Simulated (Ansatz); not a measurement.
Molecule: CTe2 (charge 0, singlet). SMILES: C(=[Te])=[Te]
Coordinates optimised at B3LYP-D3(BJ)/def2-TZVP (Ansatz, a first-principles code):
```
C
Te 1 1.9033
Te 1 1.9033 2 180.00
```

Parts of the frozen-core correlation energy in def2-QZVPP (Ansatz, hartree). Frozen orbitals: 19; correlated occupied orbitals by spin: 8 and 8; virtual: 194 and 194. Spin-orbit coupling is left out. In def2 rows, elements after Kr have scalar-relativistic effective core potentials. The restricted reference is unstable.

| term | value |
|---|---|
| reference (HF) | -571.82287 |
| MP2 opposite-spin | ? |
| MP2 same-spin | ? |
| CCSD correlation | ? |
| (T) | -0.03859 |
| T1 diagnostic | 0.028 |
| largest doubles amplitude | 0.082 |

Some entries are withheld; supply them.


- MP2 opposite-spin, value: -0.35026
- MP2 same-spin, value: -0.12089
- CCSD correlation, value: -0.46475
